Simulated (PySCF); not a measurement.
Potential energy curve for SiN, doublet.

Levels: UKS-M06-2X/6-31G* = unrestricted M06-2X/6-31G*, spherical d (PySCF); ROHF/cc-pVTZ (PySCF); CASSCF(9,8)/cc-pVTZ (PySCF); UHF/6-31G* = PySCF 2.14.0 with unrestricted Hartree-Fock/6-31G*, spherical d; UKS-M06-2X = unrestricted M06-2X/cc-pVTZ run with PySCF.

Energies are in kcal/mol, each relative to the lowest point of its own curve near equilibrium.

```tsv
R / Å	UKS-M06-2X/6-31G*	ROHF	CASSCF(9,8)	UHF/6-31G*	UKS-M06-2X
1.17	201.9	188.6	211.1	203.6	199.5
1.24	118.3	107.5	126.8	121.3	116.9
1.34	46.7	___	53.1	51.6	46.0
1.40	22.5	___	27.4	28.6	22.1
1.46	8.3	5.0	11.5	15.3	8.1
1.53	0.9	0.0	2.1	7.9	___
1.56	0.0	0.2	___	5.2	0.0
1.62	1.2	3.7	0.0	1.4	0.7
1.64	1.1	5.6	0.6	0.7	0.7
1.71	3.5	___	5.0	0.0	3.2
1.81	—	___	14.4	2.6	—
```

Q: What belongs in the gaps?

A: 
- 1.34, ROHF: 39.2
- 1.40, ROHF: 17.1
- 1.53, UKS-M06-2X: 0.8
- 1.56, CASSCF(9,8): 0.4
- 1.71, ROHF: 14.6
- 1.81, ROHF: 31.5

A dash means that the run gave no value there, or that the column was ended at a point which the program doubted or which failed a test of continuity chosen for this set; such a test can also cut sound points.

The scan ran from 1.17 to 6.23 Å; beyond the distances shown one of the unrestricted levels run for this scan, shown here or not, changes its spin distribution in one step. The unrestricted determinant behind UHF/6-31G* is spin-contaminated at 1.46 to 1.81 Å (<S²> up to 1.5, against 0.75 for a pure doublet).
